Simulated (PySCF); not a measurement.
Worked example: dipole moment from atomic charges

Zn(Me)(SH) (CH4SZn), SMILES [CH3][Zn][SH]. Atoms are numbered in the order given.

```xyz
7

Zn     0.2312    -0.2339    -0.0704
C      1.5384    -1.6353    -0.4207
H      1.0498    -2.6206    -0.4857
H      2.2948    -1.6774     0.3790
H      2.0579    -1.4483    -1.3743
S     -1.2350     1.3682     0.2999
H     -1.8080     0.6833     1.3198
```
Charge 0, spin multiplicity 1.

Geometry optimised at B3LYP-D3(BJ)/def2-SVP. One conformer was computed; it need not be the lowest.

Charges (e) from PBE0/def2-TZVPD (PySCF):

| atom | IAO | ESP fit |
|---|---|---|
| Zn1 | 1.188 | 0.604 |
| C2 | -0.980 | -0.731 |
| H3 | 0.150 | 0.143 |
| H4 | 0.150 | 0.148 |
| H5 | 0.150 | 0.173 |
| S6 | -0.755 | -0.472 |
| H7 | 0.098 | 0.134 |

The dipole moment of the full density is 1.87 D.

Q: What dipole moment does each set of point charges give, and which comes closer to that of the density?

A: 
μ = Σ q r, and 1 e Å = 4.8032 D.
IAO: Σ q r = (0.333, -0.503, 0.009) e Å, |μ| = 2.90 D.
ESP fit: Σ q r = (0.201, -0.374, 0.049) e Å, |μ| = 2.05 D.
ESP fit comes closer in size. Point charges leave out the atoms' own dipoles (lone pairs, polarised bonds); fits to the potential absorb them, partitions of the density don't.
